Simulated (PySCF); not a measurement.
C₄H₁₀AlO, doublet, at a GFN2-xTB geometry (such geometries of metal compounds can be far from the true shape) (the spin is typed, not shown lowest); PBE0/3-21G (PySCF).

PySCF was given this input:
```python
from pyscf import gto, scf, dft

mol = gto.M(
    atom='''
Al    0.572585    0.440467    1.395937
C    -0.297541    1.307883    3.030502
H    -1.124978    0.716472    3.431617
H    -0.684547    2.309104    2.823049
H     0.451682    1.402498    3.820996
O     0.024969    0.041128   -0.115768
C    -0.433360   -0.320032   -1.390721
C    -0.733192   -1.816578   -1.426518
C     0.610888    0.057131   -2.438776
H    -1.360187    0.238415   -1.586435
H     0.176753   -2.375996   -1.219961
H    -1.116325   -2.102956   -2.402746
H    -1.471788   -2.063609   -0.667273
H     0.814758    1.124368   -2.389577
H     1.535303   -0.481811   -2.242336
H     0.255200   -0.192001   -3.435292
''',
    basis='3-21g',
    charge=0,
    spin=1,
    verbose=4,
)

mf = dft.UKS(mol)
mf.xc = 'pbe0'
mf.kernel()
```

Question: What does PySCF print? Leave out banner, timings and long lists.

Answer: 
```
PySCF version 2.14.0

[INPUT] verbose = 4
[INPUT] num. atoms = 16
[INPUT] num. electrons = 55
[INPUT] charge = 0
[INPUT] spin (= nelec alpha-beta = 2S) = 1
[INPUT] symmetry False subgroup None
[INPUT] Mole.unit = angstrom
[INPUT] Symbol           X                Y                Z      unit          X                Y                Z       unit  Magmom
[INPUT]  1 Al     0.572585000000   0.440467000000   1.395937000000 AA    1.082028833034   0.832361996909   2.637938617147 Bohr   0.0
[INPUT]  2 C     -0.297541000000   1.307883000000   3.030502000000 AA   -0.562271000829   2.471540672975   5.726818799947 Bohr   0.0
[INPUT]  3 H     -1.124978000000   0.716472000000   3.431617000000 AA   -2.125900316161   1.353935855919   6.484816294402 Bohr   0.0
[INPUT]  4 H     -0.684547000000   2.309104000000   2.823049000000 AA   -1.293606349393   4.363574153138   5.334789446227 Bohr   0.0
[INPUT]  5 H      0.451682000000   1.402498000000   3.820996000000 AA    0.853555275396   2.650337110250   7.220635963059 Bohr   0.0
[INPUT]  6 O      0.024969000000   0.041128000000  -0.115768000000 AA    0.047184571604   0.077720656051  -0.218769813989 Bohr   0.0
[INPUT]  7 C     -0.433360000000  -0.320032000000  -1.390721000000 AA   -0.818931713342  -0.604772831097  -2.628081805681 Bohr   0.0
[INPUT]  8 C     -0.733192000000  -1.816578000000  -1.426518000000 AA   -1.385532076722  -3.432834903910  -2.695728331762 Bohr   0.0
[INPUT]  9 C      0.610888000000   0.057131000000  -2.438776000000 AA    1.154411012783   0.107961943223  -4.608618719162 Bohr   0.0
[INPUT] 10 H     -1.360187000000   0.238415000000  -1.586435000000 AA   -2.570380908194   0.450539053988  -2.997927664424 Bohr   0.0
[INPUT] 11 H      0.176753000000  -2.375996000000  -1.219961000000 AA    0.334014761695  -4.489981713062  -2.305392172651 Bohr   0.0
[INPUT] 12 H     -1.116325000000  -2.102956000000  -2.402746000000 AA   -2.109548516005  -3.974010892011  -4.540531886894 Bohr   0.0
[INPUT] 13 H     -1.471788000000  -2.063609000000  -0.667273000000 AA   -2.781276233421  -3.899655838188  -1.260963220317 Bohr   0.0
[INPUT] 14 H      0.814758000000   1.124368000000  -2.389577000000 AA    1.539669477798   2.124747583225  -4.515646083560 Bohr   0.0
[INPUT] 15 H      1.535303000000  -0.481811000000  -2.242336000000 AA    2.901302188223  -0.910490833803  -4.237400919253 Bohr   0.0
[INPUT] 16 H      0.255200000000  -0.192001000000  -3.435292000000 AA    0.482258106989  -0.362829305643  -6.491761037909 Bohr   0.0

nuclear repulsion = 275.899514020944
number of shells = 52
number of NR pGTOs = 132
number of NR cGTOs = 78
basis = 3-21g
ecp = {}

******** <class 'pyscf.dft.uks.UKS'> ********
method = UKS
initial guess = minao
damping factor = 0
level_shift factor = 0
DIIS = <class 'pyscf.scf.diis.CDIIS'>
diis_start_cycle = 1
diis_space = 8
diis_damp = 0
SCF conv_tol = 1e-09
SCF conv_tol_grad = None
SCF max_cycles = 50
direct_scf = True
direct_scf_tol = 1e-13
number electrons alpha = 28  beta = 27
XC library pyscf.dft.libxc version 7.1.2
    S. Lehtola, C. Steigemann, M. J. T. Oliveira, and M. A. L. Marques,  SoftwareX 7, 1–5 (2018)
XC functionals = pbe0
    C. Adamo and V. Barone,  J. Chem. Phys. 110, 6158 (1999)
    M. Ernzerhof and G. E. Scuseria,  J. Chem. Phys. 110, 5029 (1999)
radial grids:
    Treutler-Ahlrichs [JCP 102, 346 (1995); DOI:10.1063/1.469408] (M4) radial grids

becke partition: Becke, JCP 88, 2547 (1988); DOI:10.1063/1.454033
pruning grids: <function nwchem_prune>
grids dens level: 3
symmetrized grids: False
atomic radii adjust function: <function treutler_atomic_radii_adjust>
small_rho_cutoff = 0
Set gradient conv threshold to 3.16228e-05
tot grids = 187816
init E= -473.132844876659

cycle= 1 E= -472.986236984146  delta_E= 0.147  |g|= 0.551  |ddm|= 2.54
cycle= 2 E= -472.540176393658  delta_E= 0.446  |g|= 1.15  |ddm|=  1.4
cycle= 3 E= -473.101449473676  delta_E= -0.561  |g|= 0.166  |ddm|= 1.08
cycle= 4 E= -473.114606768291  delta_E= -0.0132  |g|= 0.0497  |ddm|= 0.219
cycle= 5 E= -473.115925637693  delta_E= -0.00132  |g|= 0.00803  |ddm|= 0.0623
cycle= 6 E= -473.115964642525  delta_E= -3.9e-05  |g|= 0.00301  |ddm|= 0.0117
cycle= 7 E= -473.115972194864  delta_E= -7.55e-06  |g|= 0.000628  |ddm|= 0.00689
cycle= 8 E= -473.115972872413  delta_E= -6.78e-07  |g|= 0.000194  |ddm|= 0.00302
cycle= 9 E= -473.115972928201  delta_E= -5.58e-08  |g|= 5.26e-05  |ddm|= 0.000706
cycle= 10 E= -473.115972932802  delta_E= -4.6e-09  |g|= 1.69e-05  |ddm|= 0.000176
cycle= 11 E= -473.115972933089  delta_E= -2.87e-10  |g|= 9.1e-06  |ddm|= 3.88e-05
Extra cycle  E= -473.115972933116  delta_E= -2.64e-11  |g|= 9.06e-06  |ddm|= 2.14e-05
converged SCF energy = -473.115972933116  <S^2> = 0.75323183  2S+1 = 2.0032292
```
